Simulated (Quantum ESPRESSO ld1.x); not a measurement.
Values are calculated unless marked as measured or tabulated.
Coulomb parameter of the 3d shell of neutral nickel in the model configuration [Ar] 3d6 4s2 4p2, as a second difference U = [E(n + 0.25) + E(n - 0.25) - 2 E(n)] / (0.25)^2 with all orbitals relaxed. "Bare": the charge of the atom changes with n. "Screened": the 4p shell takes up the change at fixed total charge, which measures U(3d,3d) + U(4p,4p) - 2 U(3d,4p). Code: ld1.x of Quantum ESPRESSO 7.5. Model: scalar-relativistic Kohn-Sham, LDA (Slater exchange, VWN5 correlation), spin-unpolarised, spherical densities, point nucleus.

| case | configuration | E - E(n) (eV) |
|---|---|---|
| start | [Ar] 3d6 4s2 4p2 | 0.000 |
| bare +0.25 | [Ar] 3d6.25 4s2 4p2 | -5.628 |
| bare -0.25 | [Ar] 3d5.75 4s2 4p2 | 6.606 |
| screened +0.25 | [Ar] 3d6.25 4s2 4p1.75 | -4.895 |
| screened -0.25 | [Ar] 3d5.75 4s2 4p2.25 | 5.340 |

U(bare) = 15.637 eV, U(screened by 4p) = 7.116 eV, against the Slater integral F0(3d,3d) = 28.877 eV with frozen orbitals. The step up makes a negative ion, whose loosely bound charge lowers the bare value.
